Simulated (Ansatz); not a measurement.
Stepwise reaction of `[OH][W]([OH])([F])([F])=[S]` with hydrogen chloride, as a gas-phase model of exchange steps in deposition or etching. ΔE in kJ/mol; ΔG adds harmonic PBE0-D4 terms to CCSD(T)/CBS, at 1 bar.

Isolated molecules relaxed with PBE0-D4/def2-TZVP in Ansatz; ΔE leaves out vibrations. CCSD(T)/CBS is the MP2 limit (def2-TZVPP, def2-QZVPP) plus CCSD(T) − MP2 in def2-TZVPP, frozen cores. This one scheme is used for every species. DFT in def2-TZVPP. B3LYP here is the variant with VWN-RPA as its local correlation; programs differ in this. def2 core potentials past Kr. For W outer-core shells are correlated without core-valence functions, which leaves a few kJ/mol of doubt a bond. One conformer a species, not always the lowest.

```json
{"step": "2", "reaction": "`[OH][W]([F])([F])(=[S])[Cl]` + HCl → `[F][W]([F])(=[S])([Cl])[Cl]` + H₂O", "PBE-D4": "-69.7", "B3LYP-D4": "-70.9", "ωB97M-V": "-69.5", "CCSD(T)/CBS": "-69.1", "ΔG(500 K)": "-63.0"}
```

Problem. Give the row of step 1, `[OH][W]([OH])([F])([F])=[S]` + HCl → `[OH][W]([F])([F])(=[S])[Cl]` + H₂O. (An estimate is asked.)

Solution. The calculation gave: 
| step | reaction | PBE-D4 | B3LYP-D4 | ωB97M-V | CCSD(T)/CBS | ΔG(500 K) |
| --- | --- | --- | --- | --- | --- | --- |
| 1 | `[OH][W]([OH])([F])([F])=[S]` + HCl → `[OH][W]([F])([F])(=[S])[Cl]` + H₂O | 46.0 | 54.5 | 57.8 | 41.8 | 46.2 |

Problem. By hand: ΔE of the 2 steps together at CCSD(T)/CBS.

Solution. (41.8) + (-69.1) = -27.3 kJ/mol, or -13.6 kJ/mol a step.

In ΔE each step is lower than the one before. ΔG lies between -63.0 and 46.2 kJ/mol a step. PBE-D4 differs from CCSD(T)/CBS by -0.6 to 4.2 kJ/mol a step. Only this route is followed, and other bonds may react first. Isolated molecules leave out the surface, adducts and barriers. Largest T1 diagnostic: 0.022.
